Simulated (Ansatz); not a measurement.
C2H7BSe (`BC(C)[SeH]`). Charge 0, multiplicity 1. All single points use the PBE0-D4/def2-TZVP geometry. It is one conformer, not always the lowest.

```xyz
11

B    -1.554   -0.416   -0.258
C    -0.162    0.260   -0.162
C     0.812   -0.273    0.873
Se    0.633    0.453   -1.949
H    -2.242   -0.277   -1.226
H    -1.980   -1.020    0.685
H    -0.482    1.284    0.114
H     1.170   -1.265    0.592
H     0.322   -0.352    1.848
H     1.685    0.375    0.983
H     1.798    1.230   -1.498
```

(1) What is the dipole moment at r2SCAN/def2-TZVPP? (Estimate.)

(2) And with PBE, B3LYP, ωB97M-V? (An estimate is asked.)

(3) Give the Mulliken charges with r2SCAN, B3LYP, ωB97M-V in def2-TZVPP. (Estimate.)

## Answers

(1) Computed: 1.67 D, with components (0.28, 0.40, 1.60) D in this frame, pointing from negative to positive charge.

(2) Computed: PBE 1.58 D, B3LYP 1.57 D, ωB97M-V 1.57 D.

(3) The calculation gave: 
```
atom  r2SCAN  B3LYP  ωB97M-V
  B1   -0.05  -0.13    -0.22
  C2    0.01  -0.04    -0.11
  C3   -0.14  -0.24    -0.30
 Se4   -0.10  -0.07    -0.07
  H5    0.02   0.06     0.10
  H6    0.01   0.04     0.08
  H7    0.06   0.09     0.13
  H8    0.06   0.09     0.12
  H9    0.05   0.09     0.10
 H10    0.05   0.09     0.11
 H11    0.04   0.03     0.05
```

B3LYP here is the variant with VWN-RPA as its local correlation; programs differ in this.
